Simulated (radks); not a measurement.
Neutral bismuth, [Hg] 6p3. All-electron calculation, non-relativistic Kohn-Sham, exchange-only B88, spin-polarised, spherical densities, point nucleus. Program: a radial shooting solver on a logarithmic mesh with Libxc functionals. Every spin shell is full or empty, so the densities are truly spherical. Functionals are evaluated on that one density, not self-consistently. Rank these orbital-free kinetic functionals by their error against the exact value of the orbitals, and give that value: Thomas-Fermi, von Weizsacker, TF + vW, TF + vW/9, TF + vW/5, LC94, APBEK, revAPBEK, Perdew 92, Thakkar, Pearson, LKT, Ernzerhof.

Answer. Exact: 20095.7 hartree. From best to worst, with 100 (|E| - |E exact|)/|E exact| (equal figures are ties): LC94 +0.03, APBEK +0.05, revAPBEK +0.19, Ernzerhof -0.46, Perdew 92 -0.66, TF + vW/9 -0.67, Thakkar -0.78, Pearson -0.82, TF + vW/5 +2.44, Thomas-Fermi -4.55, LKT +15.70, TF + vW +30.41, von Weizsacker -65.04.
